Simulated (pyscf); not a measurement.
# `[Cl][GeH]([Cl])[GeH3]`, singlet

Gas-phase minimum from PySCF at ωB97X-D3(BJ)/def2-SVP, one conformer. 

```xyz
8

Cl     0.7791    -1.6382    -1.3553
Ge     1.0756     0.3199    -0.5008
Cl     1.1330     1.7271    -2.1344
Ge    -0.8570     0.8283     0.8205
H      2.4639     0.3231     0.1441
H     -0.7240     2.2467     1.3878
H     -0.9721    -0.1890     1.9620
H     -2.0714     0.7334    -0.1065
```

Bonds (Å): Cl1–Ge2 2.157, Ge2–Cl3 2.157, Ge2–Ge4 2.396, Ge2–H5 1.531, Ge4–H6 1.533, Ge4–H7 1.533, Ge4–H8 1.531. Bond angles (°): Cl1–Ge2–Cl3 107.2, Cl1–Ge2–Ge4 107.5, Cl1–Ge2–H5 107.1, Cl3–Ge2–Ge4 107.5, Cl3–Ge2–H5 107.1, Ge4–Ge2–H5 119.9, Ge2–Ge4–H6 109.3, Ge2–Ge4–H7 109.3, Ge2–Ge4–H8 107.0, H6–Ge4–H7 110.2, H6–Ge4–H8 110.5, H7–Ge4–H8 110.5.

Properties at ωB97X-D3(BJ)/def2-SVP:

Harmonic wavenumbers, unscaled: 77, 95, 105, 150, 286, 433, 444, 479, 490, 701, 740, 819, 898, 898, 2199, 2206, 2212, 2218 cm⁻¹
Zero-point energy: 22.1 kcal/mol
Rotational symmetry number: 1
Entropy of this conformer at 298 K and 1 atm, rigid rotor and harmonic oscillator, modes under 100 cm⁻¹ raised to 100: 377.3 J/(mol K)
Dipole moment: 2.56 D

Single-point totals, which compare only within one level:

```
level                   total energy (hartree)
----------------------  ----------------------
ωB97X-D3(BJ)/def2-TZVP             -5076.86875
PBE/def2-TZVP                      -5075.91592
r²SCAN/def2-TZVP                   -5076.85392
B3LYP-D3(BJ)/def2-TZVP             -5077.07165
PBE0-D3(BJ)/def2-TZVP              -5076.11205
M06-2X/def2-TZVP                   -5076.90063
ωB97M-D3(BJ)/def2-TZVP             -5077.07123
```

Soft torsions are taken as harmonic, which can shift the entropy by several J/(mol K). Elements up to Kr have no core potential and no relativistic terms here.
